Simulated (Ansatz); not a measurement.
`NB(F)[SeH]`, charge 0, multiplicity 1.

Question: Give a relaxed structure at PBE0-D4/def2-TZVP (the Gaussian-basis code of Ansatz). (Best estimate.)

Answer: Computed: 
Z-matrix (Å, degrees):
```
N
B 1 1.392
H 1 1.003 2 124.0
H 1 1.006 2 121.4 3 -180.0
F 2 1.335 1 119.3 3 179.9
Se 2 1.968 1 121.3 3 -0.1
H 6 1.465 2 93.2 1 179.8
```
Point group Cs.
